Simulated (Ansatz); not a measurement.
`[BH2][Zn][NH2]` + `[OH][GaH2]` → `B[O][GaH2]` + `[NH2][ZnH]` at 400 K and 1 bar (cleavage of the B–Zn bond).

Gas-phase electronic energies from Ansatz, PBE0-D4/def2-TZVP geometries. CCSD(T)/CBS adds triple-zeta CCSD(T) − MP2 to the extrapolated MP2 energy (def2 sets, frozen cores). For Ga, Zn outer-core shells are correlated without core-valence functions, which leaves a few kJ/mol of doubt a bond. Scalar relativity is left out up to krypton. Each species was taken in one conformer, which may not be the lowest.

```
         species  CCSD(T)/CBS energy (Eh)  H − E (kJ/mol)  S (J/(mol·K))
`[BH2][Zn][NH2]`              -1860.24610           141.9          339.8
    `[OH][GaH2]`              -2000.92981            89.0          281.3
    `B[O][GaH2]`              -2026.35181           125.7          339.6
    `[NH2][ZnH]`              -1834.88092            99.5          279.2
```

H − E and S are ideal-gas, rigid-rotor, harmonic terms from PBE0-D4/def2-TZVP, for one conformer and one mirror image of each species. 1 Eh = 2625.50 kJ/mol, R = 8.31446 J/(mol·K).

**Question.** By hand: ΔE, ΔH, ΔS and ΔG.

**Answer.** ΔE = (-2026.35181) + (-1834.88092) − (-1860.24610) − (-2000.92981) = -0.05682 Eh = -149.2 kJ/mol. Δ(H − E) = 125.7 + 99.5 − 141.9 − 89.0 = -5.7, so ΔH = -154.9 kJ/mol. ΔS = 339.6 + 279.2 − 339.8 − 281.3 = -2.3 J/(mol·K). ΔG = -154.9 − 400 × (-2.3)/1000 = -154.0 kJ/mol.

**Question.** By hand: the equilibrium constant, and the temperature at which ΔG would vanish if ΔH and ΔS stayed fixed.

**Answer.** log₁₀ K = −ΔG/(RT ln 10) = 20.1. ΔG = 0 at ΔH/ΔS = 67348 K, far beyond where these terms or the molecules hold.

The number of gas molecules stays the same, so ΔS is small and ΔH decides. A doubt of 5 kJ/mol in ΔE shifts log₁₀ K by 0.7 here. Other conformers and mirror images would add mixing entropy, several J/(mol·K) or more a flexible species. These are equilibria of isolated gas molecules and say nothing of rates. Largest T1 diagnostic: 0.016 (customary marks: 0.02 for closed shells, 0.045 for open ones).
